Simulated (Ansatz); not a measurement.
```yaml
crystal:
  periodic: [false, false, false]
  atoms:
    - {symbol: C, position_ang: [1.101731, 3.191551, 1.277918]}
    - {symbol: C, position_ang: [0.167249, 2.418998, 1.487354]}
    - {symbol: C, position_ang: [-1.623429, 2.687234, 1.507277]}
    - {symbol: C, position_ang: [-0.171353, 1.636541, -0.137692]}
    - {symbol: O, position_ang: [-0.713947, 1.956517, -0.802891]}
    - {symbol: C, position_ang: [1.265607, 0.255111, -0.399864]}
    - {symbol: C, position_ang: [0.337318, -0.520007, 0.215287]}
    - {symbol: O, position_ang: [0.694493, -0.951039, 1.554378]}
    - {symbol: C, position_ang: [-0.074540, -1.868030, -0.655567]}
    - {symbol: C, position_ang: [-0.632556, -3.314943, 0.022608]}
    - {symbol: C, position_ang: [1.075127, -2.272243, -1.687068]}
    - {symbol: C, position_ang: [-1.186622, -1.444060, -1.649279]}
    - {symbol: H, position_ang: [1.883728, 2.719786, 1.088622]}
    - {symbol: H, position_ang: [1.032408, 3.939705, 0.751882]}
    - {symbol: H, position_ang: [1.256658, 3.495325, 2.385915]}
    - {symbol: H, position_ang: [0.145343, 1.097952, 2.293060]}
    - {symbol: H, position_ang: [-1.332736, 2.840046, 2.858488]}
    - {symbol: H, position_ang: [-1.666538, 3.341239, 1.046708]}
    - {symbol: H, position_ang: [-2.175412, 2.021475, 1.874419]}
    - {symbol: H, position_ang: [1.810870, 0.719260, 0.109254]}
    - {symbol: H, position_ang: [1.031741, 0.336591, -1.434033]}
    - {symbol: H, position_ang: [-1.165237, -3.031358, 0.638277]}
    - {symbol: H, position_ang: [-0.783171, -4.018627, -0.564752]}
    - {symbol: H, position_ang: [0.580696, -3.685114, 0.441233]}
    - {symbol: H, position_ang: [0.687375, -3.102322, -2.422319]}
    - {symbol: H, position_ang: [1.428084, -1.456540, -2.439813]}
    - {symbol: H, position_ang: [1.923228, -2.573856, -1.237120]}
    - {symbol: H, position_ang: [-2.141089, -1.061908, -0.743703]}
    - {symbol: H, position_ang: [-1.171874, -2.321810, -2.272563]}
    - {symbol: H, position_ang: [-1.104298, -0.633454, -2.103937]}
basis:
  gaussian: {orbitals: def2-TZVPP}
hamiltonian: {xc: {name: PBE0}, dispersion: rvv10}
accuracy: high
```

```sh
$ ansatz run in.yaml --threads 11 --pin off --events-out ev --progress --plain --max-ram 120832MiB --backend cuda --devices 0, --max-vram 75GiB
```

Question: How does Ansatz answer? (Best estimate.)

Answer: Ansatz gave: The program refused the input.
```
Error: inconsistent input (hamiltonian.dispersion, hamiltonian.xc): `dispersion: rvv10` has no transferable b for PBE exchange — Sabatini et al. (2013) fitted b=6.3 to rPW86, and the PBE refits of Peng & Perdew (2017) are task-dependent (b=6.6 S22 / b=10.0 layered). Use `xc: {exchange: rpw86, correlation: pbe}` for the original rVV10 or `xc: r2scan` for the r²SCAN+rVV10 pairing
```
